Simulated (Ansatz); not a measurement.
Input for Ansatz (an electronic-structure program): R-CCSD(T)/aug-cc-pVTZ on HBr (SMILES Br). The run froze 14 orbitals, filled d shells among them.

Ansatz 0.2 input:
```yaml
crystal:
  periodic: [false, false, false]
  atoms:
    - {symbol: Br, position_ang: [-0.54183963, -0.01270923, 4.02535655]}
    - {symbol: H, position_ang: [-0.33510134, -0.43489226, 2.64478310]}
basis:
  gaussian:
    orbitals: aug-cc-pVTZ
magnetization: {spin_polarized: false}
correlation: {method: ccsd_t, electrons: outside_noble_gas}
scf: {lower_state_search: off}
```

The log:

```
WARN ansatz: RAYON_NUM_THREADS=1 ignored (pool sized by the plan → 1); use --threads N
Functional definition: HF
these checks for a lower state are left out or cut short: stability, starts, cluster_reference, orbital_swaps, neighbouring_geometries, increment
integrals: 0.06 GiB planned
504 factors; integrals over basis functions are off by at most 7.8e-4 eV
mean field: 0.14 GiB planned
mean field evaluation 1: about -70015.7873 eV, gradient 9.2e0 eV
mean field evaluation 2: about -70015.8061 eV, gradient 9.3e0 eV
mean field evaluation 4: about -70016.1860 eV, gradient 1.1e0 eV
mean field evaluation 8: about -70016.1931 eV, gradient 4.7e-5 eV
mean field -70016.19310499 eV, -2573.0476379280 hartree, gradient 1.2e-6 eV, S^2 0.000000; 0 other end points of the search recorded, 0 dependent functions left out
14 core orbitals not correlated
reference -70016.19310499 eV, -2573.0476379280 hartree; 4, 4 occupied and 64, 64 virtual orbitals, 504 factors
second order -4.85071660 eV of doubles, -0.00000000 eV of singles
coupled cluster: 0.13 GiB planned
cycle   1  -5.23125451 eV  change   -3.8e-1 eV  update   4.1e-2
cycle   2  -5.35437250 eV  change   -1.2e-1 eV  update   1.2e-2
cycle   3  -5.36278395 eV  change   -8.4e-3 eV  update   3.3e-3
cycle   4  -5.36210464 eV  change    6.8e-4 eV  update   8.7e-4
cycle   5  -5.36189667 eV  change    2.1e-4 eV  update   1.7e-4
cycle   6  -5.36187178 eV  change    2.5e-5 eV  update   5.0e-5
cycle   7  -5.36187781 eV  change   -6.0e-6 eV  update   1.3e-5
cycle   8  -5.36187777 eV  change    4.4e-8 eV  update   3.6e-6
perturbative correction -0.19594282 eV, -0.0072007659 hartree
Total energy: -70021.75092557 eV, -2573.2518840674 hartree
Checks for a lower state left out: stability, starts, cluster_reference, orbital_swaps, neighbouring_geometries, increment
```

The run converged.

Cost: roughly 1.9 core-seconds.
